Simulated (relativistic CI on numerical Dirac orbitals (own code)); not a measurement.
**Sc XXI: q coefficients and field-shift factors**

These numbers are calculated, not measured: Dirac equation for one electron (own radial code, finite nucleus).

CI space: 1s, 2s, 2p. Levels of other configurations are missing.

With x = (α/α₀)² − 1 an excitation energy changes as ω = ω₀ + qx; K = 2q/ω₀ is the relative enhancement. Terms are leading LS components, so labels can repeat. The field-shift factor is F = δν/δ⟨r²⟩ for the transition from the lowest level.

Lowest level 1s ²S1/2.

```json
{"Level": "2p ²P°1/2", "ω₀ (cm⁻¹)": "36492626", "q (cm⁻¹)": "199900", "K": "0.011", "F (GHz/fm²)": "-340"}
{"Level": "2s ²S1/2", "ω₀ (cm⁻¹)": "36492645", "q (cm⁻¹)": "199900", "K": "0.011", "F (GHz/fm²)": "-295"}
{"Level": "2p ²P°3/2", "ω₀ (cm⁻¹)": "36564714", "q (cm⁻¹)": "273100", "K": "0.0149", "F (GHz/fm²)": "-340"}
```
